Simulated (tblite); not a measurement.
A geometry optimisation, step by step.

Species: C₅H₄F₃S (doublet state).
SMILES with atom numbers: `[F:1][C:2]([F:3])=[C:4]([F:5])[C:6]1[CH2:7][S:8][CH2:9]1` (hydrogens: H10, H11 on C7; H12, H13 on C9)
Bond orders are those of one Lewis drawing.

Computed with GFN2-xTB (tblite), gas phase: L-BFGS steps from a force-field or distance-geometry start until the largest atomic force falls under 0.01 eV/Å. 11 of its 57 geometries are shown.

Step 0: E = -818.4457 eV, largest atomic force 3.029 eV/Å
```
atom  x, y, z in Å  |  force x, y, z in eV/Å
F1      3.375    0.125    0.167   -0.934  -0.597   0.846
C2      2.073   -0.126    0.467    1.741  -0.558   1.008
F3      1.804   -0.891    1.562    0.764   0.681  -0.965
C4      1.101    0.367   -0.303   -2.777  -0.006  -0.207
F5      1.444    1.105   -1.361    0.149   0.290  -0.341
C6     -0.294    0.168   -0.095    2.904  -0.218  -0.832
C7     -1.019   -0.677    0.839    0.416  -0.255   1.328
S8     -2.553    0.113    0.319   -1.370  -0.402  -0.064
C9     -1.377    0.544   -0.983   -0.235   1.311  -0.491
H10    -0.951   -1.750    0.623   -0.222   0.077   0.005
H11    -0.771   -0.518    1.892   -0.088  -0.134   0.028
H12    -1.389    1.602   -1.263   -0.114  -0.019  -0.139
H13    -1.448   -0.061   -1.881   -0.234  -0.170  -0.174
```

Step 6: E = -818.7736 eV, largest atomic force 0.259 eV/Å
```
atom  x, y, z in Å  |  force x, y, z in eV/Å
F1      3.385    0.076    0.247    0.132   0.064  -0.002
C2      2.095   -0.114    0.465    0.055   0.009  -0.007
F3      1.886   -0.873    1.538   -0.049  -0.043   0.046
C4      1.077    0.365   -0.323    0.177  -0.134   0.079
F5      1.451    1.124   -1.376   -0.013   0.028  -0.023
C6     -0.260    0.115   -0.151    0.018   0.124   0.059
C7     -1.004   -0.667    0.870   -0.005  -0.004  -0.078
S8     -2.599    0.055    0.291    0.020  -0.032  -0.030
C9     -1.388    0.583   -0.991   -0.018  -0.047   0.003
H10    -0.983   -1.735    0.641   -0.063  -0.072   0.149
H11    -0.771   -0.518    1.926   -0.020   0.097  -0.163
H12    -1.405    1.635   -1.279   -0.046  -0.092   0.114
H13    -1.489   -0.046   -1.878   -0.188   0.102  -0.146
```

Step 11: E = -818.7973 eV, largest atomic force 0.190 eV/Å
```
atom  x, y, z in Å  |  force x, y, z in eV/Å
F1      3.415    0.081    0.269   -0.039   0.057  -0.018
C2      2.120   -0.114    0.469   -0.010  -0.030   0.017
F3      1.898   -0.877    1.539   -0.011  -0.022   0.006
C4      1.098    0.348   -0.325   -0.157   0.029  -0.022
F5      1.453    1.125   -1.374    0.075  -0.028   0.000
C6     -0.251    0.111   -0.160    0.007  -0.155  -0.110
C7     -1.002   -0.668    0.857   -0.063  -0.036   0.055
S8     -2.604    0.031    0.276    0.110  -0.004  -0.025
C9     -1.390    0.575   -0.996   -0.040   0.024  -0.025
H10    -1.002   -1.747    0.681    0.063  -0.007   0.019
H11    -0.775   -0.486    1.905    0.007   0.096   0.014
H12    -1.423    1.633   -1.252    0.003   0.030   0.085
H13    -1.541   -0.012   -1.907    0.055   0.046   0.004
```

Step 17: E = -818.8174 eV, largest atomic force 0.218 eV/Å
```
atom  x, y, z in Å  |  force x, y, z in eV/Å
F1      3.401    0.120    0.282   -0.089   0.008   0.033
C2      2.112   -0.126    0.471   -0.076   0.006  -0.042
F3      1.905   -0.893    1.543   -0.001   0.019  -0.055
C4      1.091    0.326   -0.335    0.087  -0.050  -0.015
F5      1.481    1.110   -1.370   -0.073  -0.063   0.034
C6     -0.254    0.051   -0.209   -0.002   0.059   0.066
C7     -1.001   -0.680    0.852    0.115   0.020  -0.046
S8     -2.594    0.002    0.257   -0.207  -0.066   0.016
C9     -1.399    0.572   -1.006    0.108  -0.011  -0.007
H10    -0.987   -1.767    0.747    0.028   0.014   0.057
H11    -0.772   -0.409    1.881    0.044  -0.015   0.009
H12    -1.425    1.646   -1.180    0.058   0.045  -0.011
H13    -1.563    0.049   -1.950    0.009   0.034  -0.039
```

Step 22: E = -818.8249 eV, largest atomic force 0.114 eV/Å
```
atom  x, y, z in Å  |  force x, y, z in eV/Å
F1      3.383    0.143    0.294    0.053   0.005   0.011
C2      2.100   -0.135    0.468    0.043  -0.013   0.012
F3      1.902   -0.903    1.537   -0.040  -0.037   0.017
C4      1.087    0.306   -0.346   -0.025   0.022   0.000
F5      1.477    1.092   -1.375   -0.023   0.009  -0.085
C6     -0.258    0.039   -0.218   -0.011   0.004  -0.004
C7     -0.995   -0.680    0.852   -0.059   0.000   0.040
S8     -2.605   -0.031    0.241    0.103  -0.012  -0.048
C9     -1.396    0.574   -1.009   -0.072   0.014   0.022
H10    -0.969   -1.769    0.789    0.026  -0.003  -0.006
H11    -0.758   -0.379    1.872   -0.023   0.009   0.019
H12    -1.408    1.655   -1.149   -0.006  -0.016   0.012
H13    -1.565    0.088   -1.973    0.034   0.018   0.011
```

Step 28: E = -818.8288 eV, largest atomic force 0.072 eV/Å
```
atom  x, y, z in Å  |  force x, y, z in eV/Å
F1      3.386    0.149    0.312   -0.018  -0.029   0.005
C2      2.101   -0.140    0.461   -0.017   0.024  -0.033
F3      1.885   -0.915    1.525    0.006   0.042  -0.052
C4      1.087    0.305   -0.354   -0.014  -0.033  -0.023
F5      1.457    1.075   -1.405    0.038  -0.022   0.057
C6     -0.257    0.039   -0.215    0.007   0.010   0.032
C7     -0.994   -0.678    0.859    0.006   0.012  -0.010
S8     -2.602   -0.057    0.224   -0.029  -0.020   0.009
C9     -1.397    0.576   -1.005    0.063  -0.006  -0.008
H10    -0.945   -1.768    0.809    0.011   0.025   0.004
H11    -0.772   -0.360    1.878   -0.029   0.000  -0.016
H12    -1.408    1.660   -1.125   -0.036   0.005   0.026
H13    -1.546    0.114   -1.983    0.010  -0.010   0.008
```

Step 34: E = -818.8311 eV, largest atomic force 0.052 eV/Å
```
atom  x, y, z in Å  |  force x, y, z in eV/Å
F1      3.388    0.145    0.320   -0.006  -0.012  -0.042
C2      2.102   -0.141    0.452   -0.002  -0.027   0.017
F3      1.874   -0.916    1.511    0.006  -0.014   0.035
C4      1.089    0.296   -0.368    0.020   0.036   0.029
F5      1.463    1.063   -1.417   -0.005  -0.004  -0.003
C6     -0.256    0.044   -0.210    0.011   0.009  -0.011
C7     -0.994   -0.674    0.862    0.026   0.007  -0.007
S8     -2.604   -0.084    0.208   -0.042  -0.031  -0.005
C9     -1.394    0.577   -1.002    0.000   0.003   0.000
H10    -0.925   -1.762    0.828    0.008  -0.003  -0.002
H11    -0.795   -0.341    1.880   -0.001   0.012   0.014
H12    -1.424    1.663   -1.094   -0.019   0.017  -0.017
H13    -1.528    0.131   -1.988    0.005   0.007  -0.008
```

Step 39: E = -818.8339 eV, largest atomic force 0.121 eV/Å
```
atom  x, y, z in Å  |  force x, y, z in eV/Å
F1      3.390    0.119    0.295   -0.006  -0.058   0.028
C2      2.103   -0.153    0.449   -0.007   0.013  -0.015
F3      1.870   -0.918    1.516    0.057   0.024  -0.009
C4      1.094    0.302   -0.364   -0.065  -0.011   0.016
F5      1.476    1.054   -1.422   -0.021   0.000   0.025
C6     -0.254    0.067   -0.199   -0.041   0.024   0.030
C7     -0.992   -0.664    0.866   -0.035  -0.022   0.016
S8     -2.614   -0.128    0.183    0.118   0.024  -0.013
C9     -1.397    0.583   -0.997   -0.026   0.004  -0.023
H10    -0.896   -1.751    0.836    0.038   0.008   0.010
H11    -0.823   -0.323    1.888   -0.002   0.009  -0.045
H12    -1.460    1.670   -1.079   -0.007  -0.043  -0.001
H13    -1.501    0.142   -1.990   -0.002   0.029  -0.019
```

Step 45: E = -818.8381 eV, largest atomic force 0.053 eV/Å
```
atom  x, y, z in Å  |  force x, y, z in eV/Å
F1      3.393    0.062    0.268   -0.009  -0.017  -0.024
C2      2.101   -0.173    0.439   -0.004   0.013   0.009
F3      1.875   -0.920    1.520   -0.017   0.010   0.000
C4      1.090    0.302   -0.362    0.016  -0.006   0.002
F5      1.483    1.033   -1.431   -0.031   0.016   0.020
C6     -0.261    0.104   -0.180    0.023  -0.037  -0.006
C7     -0.991   -0.651    0.873    0.010   0.019  -0.023
S8     -2.610   -0.216    0.125   -0.040  -0.021   0.027
C9     -1.405    0.590   -0.996    0.052  -0.006   0.007
H10    -0.819   -1.729    0.880    0.009   0.009   0.008
H11    -0.880   -0.268    1.888   -0.011  -0.004   0.005
H12    -1.528    1.673   -1.030    0.004   0.029  -0.005
H13    -1.453    0.196   -2.012   -0.001  -0.005  -0.021
```

Step 50: E = -818.8388 eV, largest atomic force 0.029 eV/Å
```
atom  x, y, z in Å  |  force x, y, z in eV/Å
F1      3.393    0.051    0.259    0.006  -0.012  -0.008
C2      2.101   -0.172    0.441    0.003   0.005   0.000
F3      1.874   -0.917    1.523   -0.008   0.005   0.001
C4      1.090    0.302   -0.360   -0.005   0.009  -0.003
F5      1.479    1.038   -1.426   -0.002   0.016  -0.004
C6     -0.260    0.102   -0.180   -0.006   0.004  -0.004
C7     -0.991   -0.650    0.872    0.004  -0.017   0.013
S8     -2.611   -0.222    0.124    0.012   0.009  -0.023
C9     -1.403    0.590   -0.997   -0.016  -0.002  -0.006
H10    -0.812   -1.726    0.883   -0.007  -0.003   0.010
H11    -0.885   -0.266    1.887   -0.003   0.003  -0.001
H12    -1.530    1.674   -1.030    0.019  -0.022   0.004
H13    -1.450    0.198   -2.015    0.002   0.006   0.020
```

Step 56: E = -818.8392 eV, largest atomic force 0.010 eV/Å
```
atom  x, y, z in Å  |  force x, y, z in eV/Å
F1      3.395    0.035    0.249    0.002   0.002   0.000
C2      2.100   -0.169    0.441    0.002  -0.003  -0.004
F3      1.871   -0.912    1.523    0.001   0.001  -0.001
C4      1.090    0.306   -0.359    0.000   0.001   0.003
F5      1.475    1.046   -1.424   -0.001   0.001   0.001
C6     -0.260    0.103   -0.178    0.000  -0.004   0.002
C7     -0.991   -0.652    0.874   -0.009   0.002  -0.003
S8     -2.610   -0.230    0.116    0.002  -0.006   0.007
C9     -1.401    0.588   -0.997    0.002   0.001   0.000
H10    -0.808   -1.727    0.891   -0.005   0.005   0.003
H11    -0.893   -0.261    1.887    0.001  -0.002  -0.006
H12    -1.527    1.672   -1.026   -0.001   0.004   0.001
H13    -1.445    0.200   -2.015    0.006  -0.002  -0.003
```

Q: Summarise the path.

A: The energy falls by 9.07 kcal/mol from step 0 to step 56; nine tenths of that is first reached at step 12. It falls at every step. The largest force goes from 3.029 to 0.010 eV/Å. Among the bonds C4–C6 changes most, from 1.424 to 1.377 Å; the atoms move by 0.208 Å rms after alignment.

Q: Follow the three bonds and two angles with the largest change from start to end.

A: 
| step | E above end (kcal/mol) | largest force (eV/Å) | C4–C6 (Å) | C2=C4 (Å) | C6–C9 (Å) | F1–C2–F3 (°) | F1–C2–C4 (°) |
| --- | --- | --- | --- | --- | --- | --- | --- |
| 0 | 9.07 | 3.029 | 1.424 | 1.334 | 1.450 | 118.0 | 120.2 |
| 2 | 3.65 | 0.605 | 1.364 | 1.374 | 1.479 | 117.9 | 121.5 |
| 5 | 1.70 | 0.317 | 1.372 | 1.366 | 1.479 | 112.1 | 124.9 |
| 7 | 1.36 | 0.315 | 1.371 | 1.377 | 1.484 | 111.4 | 125.7 |
| 10 | 1.03 | 0.204 | 1.379 | 1.376 | 1.487 | 111.5 | 126.1 |
| 12 | 0.88 | 0.202 | 1.380 | 1.372 | 1.487 | 111.7 | 126.2 |
| 15 | 0.64 | 0.122 | 1.379 | 1.375 | 1.489 | 112.0 | 125.9 |
| 17 | 0.50 | 0.218 | 1.378 | 1.378 | 1.489 | 111.9 | 125.2 |
| 19 | 0.40 | 0.094 | 1.378 | 1.376 | 1.487 | 111.6 | 124.5 |
| 22 | 0.33 | 0.114 | 1.377 | 1.373 | 1.486 | 111.8 | 124.8 |
| 24 | 0.30 | 0.068 | 1.377 | 1.373 | 1.486 | 112.0 | 125.0 |
| 27 | 0.26 | 0.085 | 1.378 | 1.375 | 1.487 | 112.0 | 125.1 |
| 29 | 0.23 | 0.067 | 1.377 | 1.374 | 1.486 | 111.8 | 125.5 |
| 32 | 0.20 | 0.055 | 1.377 | 1.373 | 1.485 | 111.6 | 126.0 |
| 34 | 0.19 | 0.052 | 1.377 | 1.373 | 1.486 | 111.7 | 126.1 |
| 37 | 0.16 | 0.067 | 1.379 | 1.374 | 1.486 | 112.2 | 125.7 |
| 39 | 0.12 | 0.121 | 1.378 | 1.373 | 1.486 | 112.4 | 125.3 |
| 41 | 0.07 | 0.087 | 1.377 | 1.373 | 1.486 | 112.1 | 125.2 |
| 44 | 0.03 | 0.053 | 1.377 | 1.374 | 1.487 | 111.7 | 125.5 |
| 46 | 0.02 | 0.040 | 1.378 | 1.375 | 1.487 | 111.7 | 125.4 |
| 49 | 0.01 | 0.024 | 1.377 | 1.374 | 1.486 | 111.8 | 125.4 |
| 51 | 0.01 | 0.036 | 1.377 | 1.374 | 1.487 | 111.8 | 125.5 |
| 54 | 0.00 | 0.016 | 1.377 | 1.374 | 1.486 | 111.9 | 125.5 |
| 56 | 0.00 | 0.010 | 1.377 | 1.374 | 1.486 | 111.8 | 125.6 |

What follows is the cost of the whole relaxation. The run took 0.54 s on an Intel Xeon at 2.70 GHz with one thread (shared host).
